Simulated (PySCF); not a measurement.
## C₈H₉FO₂: full NMR table

```yaml
Formula: C8H9FO2
SMILES: C=C/C(=C\F)C(=C)OC(C)=O
Point_group_of_the_computed_structure: C1
Degrees_of_unsaturation: 4
Carbon_signals: 8
Proton_signals: 7
```

Bonds (- single, = double, # triple, : aromatic): C1=C2, C2-C3, C3=C4, C4-F5, C3-C6, C6=C7, C6-O8, O8-C9, C9-C10, C9=O11. C1 carries H12, H13; C2 carries H14; C4 carries H15; C7 carries H16, H17; C10 carries H18, H19, H20. Stereochemistry as in C=C/C(=C\F)C(=C)OC(C)=O. H12, H17 are cis to C3; H13, H16 are trans to C3.

PySCF 2.14.0 with density-fitted response routines calculation with coordinates at the GFN2-xTB level and shieldings: GIAO PBE0/pcSseg-1; no relativistic terms, one computed conformer, rapidly exchanging positions averaged, gas phase.

Referencing at the same level of theory: 1H, 13C against TMS; CFCl3 for 19F; 17O vs H2O.

```tsv
carbon	δC, type	δH (multiplicity)	HMBC from (2–3 bonds)	span of the C tensor (ppm)
C1	120.9, CH2	H12 5.52 (m); H13 5.43 (m)	H14	209
C2	136.3, CH	7.02 (m)	H15, H12, H13	242
C3	131.0, C	–	H15, H14, H12, H13, H16, H17	179
C4	159.2, CH	7.08 (m)	H14	124
C6	161.2, C	–	H15, H14, H16, H17	188
C7	107.4, CH2	H16 5.06 (m); H17 5.00 (m)	–	173
C9	172.6, C	–	H18/H19/H20	165
C10	23.3, CH3	2.07 (s)	–	51
```

Other nuclei:
```csv
atoms,nucleus,environment,δ (ppm),σ (ppm)
F5,19F,vinylic fluorine,-119.2,290.1
O11,17O,ester carbonyl oxygen,467.3,-131.2
O8,17O,ester alkoxy oxygen,259.6,76.5
```

- Carbon types of the structure: 3 × C, 2 × CH, 2 × CH2, 1 × CH3, which accounts for all hydrogens.
- δC 172.6: ester carbonyl carbon; lone-pair donation from the attached heteroatom keeps it upfield of a ketone carbonyl.
- δC 161.2: alkene carbon bearing oxygen; an sp2 carbon further deshielded by the attached heteroatom.
- δC 159.2, 136.3: alkene CH; the olefinic region.
- δC 120.9: terminal =CH2 carbon; as expected for a trigonal carbon in a double bond.
- δC 107.4: β carbon of an enol-ether or enamine type C=C; the O or N lone pair pushes π density onto this β carbon and shields it.

Splittings by 19F in the carbon and heteronuclear signals aren't shown, as no couplings were computed. Shifts are as computed. Against solution values, carbons near 30 ppm lie about +3 ppm off and those near 130 ppm about +5 ppm. Of 1211 compounds with measured shifts, 218 miss one by over three times the rms of a fit or turn the order of signals round; such compounds aren't used in these exercises. Unscaled 19F shifts against computed CFCl3 carry errors that often reach 10 to 50 ppm. Unscaled 17O shifts of doubly bonded oxygen tend to come out too high, by tens of ppm or more. Experimental scales use liquid or dissolved standards, which lie at an offset from isolated H2O (liquid H2O: subtract about 36 ppm). No couplings were computed; multiplicities are counted from neighbouring protons, with m where these are inequivalent, close in shift, in a saturated or five-membered ring or joined by F or P, and br s for small geminal =CH2 splittings.
